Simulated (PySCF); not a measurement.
**C₆ coefficients of unlike pairs at UHF**

Calculated with PySCF 2.14 from the dipole response of each species, C₆(A,B) = (3/π) ∫ α_A(iu) α_B(iu) du, in atomic units, from isotropic polarisabilities. For ions this is the dispersion term alone; charge-induced terms of lower order in 1/R come first.

```
species           configuration                                                                                      basis      relativity  α (bohr³)  C₆ (like pair)
    Sn+  [Kr] 4d10 5s2 5p1 (2P)                       def2-QZVPPD with the def2 core potential (28 electrons) (8s6p5d4f1g)  core potential      28.98           229.8
 Ni(3+)           [Ar] 3d7 (4F)                                                                aug-cc-pVTZ-DK (8s7p5d3f2g)   spin-free X2C      1.518           3.552
     C+       [He] 2s2 2p1 (2P)                                                                     dyall-av3z (15s9p3d2f)            none      6.304           14.95
     Ge  [Ar] 3d10 4s2 4p2 (3P)  aug-cc-pVTZ-PP with one added diffuse shell each of s, d, f type with ECP10MDF (7s5p5d3f)  core potential      41.33           361.2
```

(1) Estimate C₆ for C+ with Ni(3+).

No spin-orbit coupling is included.

The other pairs:

```csv
pair,C₆
"C+, Sn+",57.98
"Ni(3+), Sn+",22.15
"Ge, Ni(3+)",24.29
"Ge, C+",70.70
"Ge, Sn+",284.9
```

## Answers

(1) The integral gives 5.967. The combination rule 2 C_A C_B / (C_A α_B/α_A + C_B α_A/α_B) gives 5.787 and the geometric mean 7.286.
